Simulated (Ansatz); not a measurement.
`N[Si](F)(Cl)Br` + `[OH][SbH][SiH3]` → `N[Si](F)([SiH3])Cl` + `[OH][SbH][Br]`  (redistribution)

Computed with Ansatz on PBE0-D4/def2-TZVP structures; ΔE is electronic, products minus reactants. CBS: MP2 limit from def2 TZ/QZ plus the TZ coupled-cluster correction, frozen cores. Functionals use def2-TZVPP. HSE06 is defined as in plane-wave codes. def2 core potentials past Kr. For Br, Sb outer-core shells are correlated without core-valence functions, which leaves a few kJ/mol of doubt a bond. Scalar relativity is left out up to krypton. Each species was taken in one conformer, which may not be the lowest.

| level | ΔE (kJ/mol) | difference from CCSD(T)/CBS |
| --- | --- | --- |
| B97M-V | 21.0 | -8.1 |
| r2SCAN0-D4 | 29.4 | 0.3 |
| HSE06-D4 | 24.1 | -5.0 |
| ωB97X-V | 25.5 | -3.6 |
| PBE-QIDH | 33.1 | 4.0 |
| revPBE | 12.4 | -16.7 |
| r2SCAN0 | 29.2 | 0.1 |
| CAM-B3LYP | 22.3 | -6.8 |
| MP2/def2-QZVPP | 36.5 | 7.4 |
| MP2/CBS(def2) | 35.9 | 6.8 |
| CCSD(T)/CBS | 29.1 | 0 |

Largest T1 diagnostic among the species: 0.014.

Leaving LDA and LC-ωPBE aside and taking each functional with its dispersion term where it has one, the values, not all of them listed here, spread over 20.9 kJ/mol, from BLYP-D4 to PBE-QIDH. LDA lies +9.5 kJ/mol from PBE without D4. In def2-TZVPP, CCSD(T) changes the Hartree–Fock value by +6.3 kJ/mol (the triples alone add −0.4 kJ/mol) and MP2 by +13.1 kJ/mol.
